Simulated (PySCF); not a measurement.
# Stationary points of NbOCl3

Computed with PySCF, PBE, basis Nb def2-SVP with ECP28, O def2-SVP, Cl def2-SVP (scalar-relativistic core potentials, no spin–orbit coupling, density fitting).

Relaxations began from a few typed shapes. The search is not exhaustive: other isomers or separated fragments can lie lower, and high-lying points may rest on an excited occupation.

(1) Which is the lowest minimum found?
A. singlet C2v: Nb–Cl 2.338 Å (×2), Nb–Cl 2.444 Å, Nb–O 1.709 Å; Cl–Nb–Cl 86.3° (×2), Cl–Nb–Cl 172.6°, Cl–Nb–O 93.7° (×2), Cl–Nb–O 180.0°
B. singlet C3v: Nb–Cl 2.296 Å (×3), Nb–O 1.699 Å; Cl–Nb–Cl 111.4° (×3), Cl–Nb–O 107.4° (×3)
C. singlet C3v: Nb–Cl 2.296 Å (×3), Nb–O 1.699 Å; Cl–Nb–Cl 111.4° (×3), Cl–Nb–O 107.5° (×3)

## Answers

(1) C. The others lie at 0.4 (singlet C3v), 280.4 (singlet C2v, a saddle point) kJ/mol above it.

Formally Nb is in oxidation state +5, d0. The polar-tensor charge on Nb, 1.93, is far below the formal one.

For the lowest minimum: stability towards spin polarisation was not tested.
